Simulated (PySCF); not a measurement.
The scaffold SiH2Cl-X carries different groups X. Isolated molecules, 0 K electronic values unless said otherwise. One relaxed conformer stands for each flexible species; it need not be the lowest. Strings in code marks are SMILES.

Level of theory: PySCF with PBE0-D4/def2-TZVP. All candidates: neutral, multiplicity 1. 

```json
{
  "HOMO–LUMO gap": "8.71 eV",
  "LUMO": "-0.33 eV",
  "HOMO": "-9.04 eV"
}
```

### Question
Which member has these values?
A. `Cl[SiH2][GeH3]`
B. `C[S@@](=O)[SiH2]Cl` (O–S–Si–Cl torsion 174°)
C. `CS[SiH2]Cl` (C–S–Si–Cl torsion 64°)
D. `N#CC[SiH2]Cl`

### Answer
D, `N#CC[SiH2]Cl`. The others give `C[S@@](=O)[SiH2]Cl` (O–S–Si–Cl torsion 174°): 6.10 eV, -0.69 eV, -6.78 eV; `Cl[SiH2][GeH3]`: 7.71 eV, -0.44 eV, -8.15 eV; `CS[SiH2]Cl` (C–S–Si–Cl torsion 64°): 7.24 eV, -0.08 eV, -7.32 eV
